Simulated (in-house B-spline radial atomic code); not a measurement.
Whole-atom quantities along the 16-electron series, configuration 1s2 2s2 2p6 3s2 3p1/2(2) 3p3/2(2). Breit and QED terms are first order and not part of the total energy; the density at the nucleus is averaged over the nuclear charge. Computed with a radial B-spline atomic code at the basis-set limit: Dirac-Hartree-Fock, jj configuration that fills j = l - 1/2 first, finite nuclei.

```
  ion   Z  E/Z² (Eh)  Σ<r²> (bohr²)  n(0)/Z³ (bohr⁻³)  Lamb diamagnetic shielding (ppm)  repulsion over attraction  Breit energy (eV)  self-energy (eV)  vacuum polarisation (eV)
La41+  57     -2.161        0.53334            1.8065                           4810.01                   0.053148             165.93            144.89                   -20.562
Ce42+  58    -2.1685        0.51093            1.8635                           4914.72                   0.052211             175.59            154.21                   -22.207
Pr43+  59     -2.176        0.48983            1.9238                           5020.43                   0.051303             185.64            163.99                   -23.961
Nd44+  60    -2.1835        0.46992            1.9865                           5127.17                   0.050421             196.09            174.24                    -25.83
Pm45+  61    -2.1909        0.45113            2.0493                           5234.97                   0.049565             206.95            184.97                    -27.82
Sm46+  62          ?              ?                 ?                                 ?                          ?                  ?                 ?                         ?
Eu47+  63    -2.2057        0.41657             2.178                           5453.91                   0.047925             229.93            207.98                   -32.191
Gd48+  64    -2.2131        0.40065            2.2497                           5565.15                   0.047139             242.07             220.3                    -34.59
Tb49+  65    -2.2205        0.38556            2.3417                           5677.69                   0.046374             254.67            233.18                   -37.153
Dy50+  66          ?              ?                 ?                                 ?                          ?                  ?                 ?                         ?
Ho51+  67    -2.2353        0.35764            2.4972                           5906.49                   0.044905             281.26            260.75                   -42.747
Er52+  68    -2.2427        0.34471            2.5831                           6022.93                   0.044199             295.27            275.47                   -45.813
Tm53+  69    -2.2501        0.33241            2.6844                           6140.85                    0.04351             309.79            290.87                   -49.079
Yb54+  70    -2.2575        0.32069            2.7734                           6260.16                   0.042839             324.81            306.95                   -52.535
Lu55+  71     -2.265        0.30953            2.8705                           6381.03                   0.042183             340.35            323.74                   -56.209
Hf56+  72    -2.2726        0.29888             2.987                           6503.56                   0.041543             356.43            341.29                   -60.125
Ta57+  73    -2.2801        0.28871            3.1049                           6627.73                   0.040918             373.07            359.62                    -64.28
 W58+  74    -2.2877        0.27901            3.2268                           6753.61                   0.040307             390.26            378.76                    -68.69
Re59+  75    -2.2954        0.26972            3.3577                           6881.29                   0.039709             408.04            398.75                   -73.378
Os60+  76    -2.3031        0.26085            3.4864                           7010.78                   0.039125             426.41            419.61                   -78.344
Ir61+  77    -2.3109        0.25235            3.6347                           7142.28                   0.038553             445.39            441.38                   -83.635
Pt62+  78    -2.3188        0.24421            3.7826                           7275.74                   0.037994                465            464.11                   -89.242
Au63+  79    -2.3267        0.23642            3.9423                           7411.33                   0.037445             485.25            487.83                   -95.202
Hg64+  80          ?              ?                 ?                                 ?                          ?                  ?                 ?                         ?
Tl65+  81    -2.3429        0.22176            4.2829                            7689.1                   0.036382             527.74            538.45                   -108.25
```

Q: Fill in the row of Sm46+.

A: E/Z² (Eh): -2.1983; Σ<r²> (bohr²): 0.43337; n(0)/Z³ (bohr⁻³): 2.1078; Lamb diamagnetic shielding (ppm): 5343.85; repulsion over attraction: 0.048733; Breit energy (eV): 218.23; self-energy (eV): 196.21; vacuum polarisation (eV): -29.935.

Q: Fill in the row of Dy50+.

A: E/Z² (Eh): -2.2279; Σ<r²> (bohr²): 0.37124; n(0)/Z³ (bohr⁻³): 2.4063; Lamb diamagnetic shielding (ppm): 5791.38; repulsion over attraction: 0.04563; Breit energy (eV): 267.73; self-energy (eV): 246.66; vacuum polarisation (eV): -39.857.

Q: Fill in the row of Hg64+.

A: E/Z² (Eh): -2.3348; Σ<r²> (bohr²): 0.22894; n(0)/Z³ (bohr⁻³): 4.1055; Lamb diamagnetic shielding (ppm): 7549.06; repulsion over attraction: 0.036908; Breit energy (eV): 506.15; self-energy (eV): 512.6; vacuum polarisation (eV): -101.52.

Q: With what power of Z does the column «vacuum polarisation (eV)» change over this range?

A: A fit of the logarithm of its size against log Z from Z = 57 to 81 has slope 4.72.
